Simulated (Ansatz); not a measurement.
Relaxation of ClGeH5S (8 atoms, charge 0, multiplicity 1), to a largest force component of 0.03 eV/Å in at most 50 steps.

The calculation used RKS PBE/def2-SVP in Ansatz.

```xyz
8
Properties=species:S:1:pos:R:3
Ge -0.493 0.204 -0.466
Cl -0.094 -1.093 2.682
H 0.602 0.802 0.440
H -0.540 0.996 -1.798
H -0.287 -1.305 -0.712
S -2.512 0.500 0.496
H -2.693 -0.829 0.732
H -1.033 -0.147 2.528
```

Question: Where does it end, and by what steps?

Answer: The forces met the threshold. The force dipped under the threshold on the way, but the program's further checks kept it going. After 12 steps the energy has fallen by 0.134 eV; H7 moved furthest, 0.54 Å.

```tsv
step	energy less start (eV)	largest force component (eV/Å)	accepted
0	0.0000	0.562	yes
1	-0.0400	0.739	yes
2	-0.0686	0.782	yes
3	-0.0992	0.272	yes
4	-0.1140	0.155	yes
5	-0.1239	0.099	yes
6	-0.1255	0.188	yes
7	-0.1278	0.184	yes
8	-0.1299	0.128	yes
9	-0.1325	0.016	yes
10	-0.1331	0.063	yes
11	-0.1334	0.056	yes
12	-0.1337	0.028	yes
```

```xyz
8
Properties=species:S:1:pos:R:3
Ge -0.445 0.255 -0.480
Cl -0.122 -1.249 3.012
H 0.624 1.188 0.131
H -0.783 0.675 -1.935
H -0.035 -1.235 -0.412
S -2.277 0.580 0.829
H -2.935 -0.519 0.362
H -1.076 -0.567 2.394
```

Whether the end is a true minimum wasn't checked by a vibrational analysis.

Time of the run: 15 s on 2 threads of AMD EPYC 7R43 64-Core Processor (Zen 3), on a shared host, peak memory 0.15 GiB.
